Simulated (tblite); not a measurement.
Species: C₄H₁₁FOSi.
SMILES with atom numbers: `[CH3:1][O:2][SiH2:3][C:4]([CH3:5])([CH3:6])[F:7]` (hydrogens: H8, H9, H10 on C1; H11, H12 on Si3; H13, H14, H15 on C5; H16, H17, H18 on C6)

Computed with GFN2-xTB (tblite), gas phase: Langevin dynamics at 300 K from the optimised GFN2-xTB geometry, time step 0.5 fs, friction 0.01 fs⁻¹, 2000 steps. Over the second half of the run the saved frames average 248 K.

The optimised geometry, where the run starts:
```
atom  x, y, z in Å
C1      3.066    0.163   -0.203
O2      1.680    0.326   -0.174
Si3     0.551   -0.819   -0.011
C4     -1.088    0.173   -0.010
C5     -2.290   -0.748   -0.149
C6     -1.129    1.294   -1.037
F7     -1.194    0.777    1.258
H8      3.421   -0.313    0.713
H9      3.521    1.149   -0.298
H10     3.361   -0.457   -1.053
H11     0.682   -1.561    1.244
H12     0.574   -1.753   -1.144
H13    -2.256   -1.255   -1.108
H14    -3.216   -0.178   -0.081
H15    -2.285   -1.493    0.642
H16    -2.053    1.862   -0.944
H17    -1.069    0.875   -2.038
H18    -0.288    1.965   -0.883
```

t = 125 fs, T = 286 K, E(pot) 0.426 eV above the start
```
atom  x, y, z in Å  |  force x, y, z in eV/Å
C1      3.020   -0.041    0.460   -0.610  -1.222   0.412
O2      1.692    0.139    0.026    0.234   0.595  -0.160
Si3     0.456   -0.888    0.158    0.745  -0.759  -0.503
C4     -1.145    0.090   -0.203   -0.040  -2.120  -0.551
C5     -2.190   -0.836   -0.867   -0.876   0.277   1.019
C6     -0.907    1.333   -0.946    0.044   0.699  -1.193
F7     -1.555    0.393    1.081   -0.763   0.300   0.555
H8      3.133    0.479    1.429    0.173  -0.211  -0.480
H9      3.712    0.334   -0.300   -0.161  -0.042   0.222
H10     3.152   -1.155    0.614    0.341   1.173  -0.085
H11     0.359   -1.401    1.495   -0.177  -0.168   0.620
H12     0.782   -2.084   -0.679   -0.304   0.389   0.008
H13    -2.040   -1.006   -1.900    0.538   0.418  -1.062
H14    -3.232   -0.429   -0.767    0.927  -0.327   0.187
H15    -2.139   -1.848   -0.463   -0.228   0.233   0.515
H16    -1.789    1.916   -1.161   -0.498  -0.054  -0.181
H17    -0.352    1.135   -1.859   -0.236  -0.102  -0.197
H18    -0.280    1.947   -0.369    0.891   0.921   0.876
```

t = 200 fs, T = 244 K, E(pot) 0.527 eV above the start
```
atom  x, y, z in Å  |  force x, y, z in eV/Å
C1      2.857   -0.129    0.601   -0.354  -2.517  -0.800
O2      1.476   -0.102    0.436    0.433   1.184   0.116
Si3     0.353   -1.165    0.153   -1.354  -1.000  -0.309
C4     -1.116    0.022   -0.259    0.460  -0.385  -0.430
C5     -2.035   -0.698   -1.202   -1.209   0.383  -0.434
C6     -0.527    1.238   -0.926   -1.312   0.441  -0.915
F7     -1.845    0.412    0.836   -0.262   0.177   0.799
H8      3.090    0.253    1.563    0.468   0.728   0.511
H9      3.304    0.345   -0.279    0.220   0.093   0.525
H10     3.107   -1.236    0.613    0.449   1.104  -0.093
H11    -0.042   -1.993    1.275    0.086  -0.167   0.304
H12     0.566   -2.111   -0.995    0.133   0.448   0.355
H13    -1.428   -1.077   -1.970    0.659  -0.545  -1.180
H14    -2.815   -0.076   -1.701    0.460  -0.119   0.661
H15    -2.521   -1.542   -0.745   -0.230  -0.171   0.393
H16    -1.337    1.925   -1.306    0.877  -0.593   0.328
H17     0.085    0.869   -1.731    0.033   0.147  -0.600
H18     0.118    1.740   -0.262    0.442   0.791   0.770
```

t = 700 fs, T = 251 K, E(pot) 0.609 eV above the start
```
atom  x, y, z in Å  |  force x, y, z in eV/Å
C1      2.824   -0.730    1.635    0.030   0.784  -1.336
O2      1.641   -0.449    0.877    1.157  -0.067   0.474
Si3     0.686   -1.440    0.061   -0.468  -0.308  -0.198
C4     -0.703   -0.203   -0.503    0.310   0.232  -0.062
C5     -1.744   -0.880   -1.425    0.209   0.139   2.209
C6     -0.229    1.090   -1.170    1.509   1.043   0.693
F7     -1.264    0.209    0.757   -0.178  -0.429  -0.905
H8      3.638   -1.100    0.909   -1.058   0.344   1.190
H9      2.603   -1.459    2.429    0.270   0.333  -0.353
H10     3.103    0.283    2.020    0.080  -1.026   0.034
H11     0.150   -2.390    1.053   -0.069  -0.036  -0.316
H12     1.319   -2.151   -1.095   -0.208   0.296   0.391
H13    -1.158   -1.413   -2.145   -0.124  -0.507  -0.319
H14    -2.335   -0.120   -1.918   -0.423  -0.156   0.100
H15    -2.322   -1.543   -0.729    0.212   0.435  -1.198
H16    -0.817    1.954   -0.712    0.988  -1.009  -0.691
H17    -0.333    1.102   -2.252   -0.373  -0.164   0.098
H18     0.913    1.232   -1.022   -1.864   0.095   0.188
```

t = 975 fs
```
atom  x, y, z in Å
C1      2.974   -1.042    1.387
O2      1.762   -0.661    0.877
Si3     1.008   -1.267   -0.352
C4     -0.642   -0.259   -0.511
C5     -1.497   -0.666   -1.691
C6     -0.272    1.204   -0.604
F7     -1.442   -0.416    0.672
H8      3.555   -1.781    0.701
H9      2.828   -1.513    2.335
H10     3.631   -0.223    1.593
H11     1.026   -2.757   -0.390
H12     1.780   -0.934   -1.609
H13    -1.023   -0.350   -2.586
H14    -2.492   -0.295   -1.573
H15    -1.561   -1.767   -1.624
H16    -1.087    1.692   -1.146
H17     0.658    1.193   -1.171
H18    -0.256    1.637    0.367
```

Problem. Estimate the potential energy and the forces of this last frame.

Solution. 0.596 eV above the start.

```csv
atom,Fx (eV/Å),Fy (eV/Å),Fz (eV/Å)
C1,1.386,-1.507,-0.815
O2,0.335,0.931,1.141
Si3,-0.621,-0.964,-2.247
C4,0.142,-0.374,1.099
C5,0.332,-1.654,1.226
C6,-0.682,-0.348,-0.964
F7,0.333,-0.129,-0.608
H8,-0.959,1.067,0.923
H9,-0.205,-0.669,0.659
H10,0.237,0.850,-0.279
H11,-0.351,0.421,0.195
H12,-0.309,-0.070,0.319
H13,0.148,0.093,-0.698
H14,-0.509,0.478,-0.131
H15,-0.086,0.359,-0.544
H16,0.310,0.317,-0.132
H17,-0.126,0.870,0.262
H18,0.626,0.330,0.595
```

The bond farthest from its length at the start is C1–H8 (1.163 against 1.092 Å), and half the difference of its two atoms' forces along it is -1.91 eV/Å (positive lengthens). The largest atomic force is 2.52 eV/Å.

What follows is the cost of the whole dynamics run. Hardware: one thread of an x86-64 server (shared host). Cost: 11 s wall.
